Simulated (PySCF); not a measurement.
**How methods differ on the ionisation energy of Ti²¹⁺**

Ti²¹⁺ 1s1 (2S) → Ti²²⁺ (bare nucleus), as a difference of total energies. Calculation: PySCF 2.14, in an even-tempered Gaussian basis (20 s from 18 bohr⁻², ratio 2; 7 p from 28 bohr⁻², ratio 2.2; 4 d from 85 bohr⁻², ratio 2.2; 4 f from 130 bohr⁻², ratio 2.2; 3 g from 190 bohr⁻², ratio 2.2; 2 h from 290 bohr⁻², ratio 2.2); the spin-free X2C one-electron Hamiltonian (Gaussian nucleus). The calculations carry no spin-orbit coupling.

| method | ionisation energy (eV) | difference from reference (eV) |
| --- | --- | --- |
| UHF | 6628.1 | +2.3 |
| LDA | 6603.0 | -22.8 |
| PBE | 6624.7 | -1.1 |
| PBE0 | 6625.6 | -0.2 |
| r2SCAN | 6628.3 | +2.5 |
| MN15 | 6632.8 | +7.0 |
| PBEsol | 6616.6 | -9.2 |

Reference: 6625.8 eV (theoretical estimate listed by NIST; NIST Atomic Spectra Database, ionization energies).
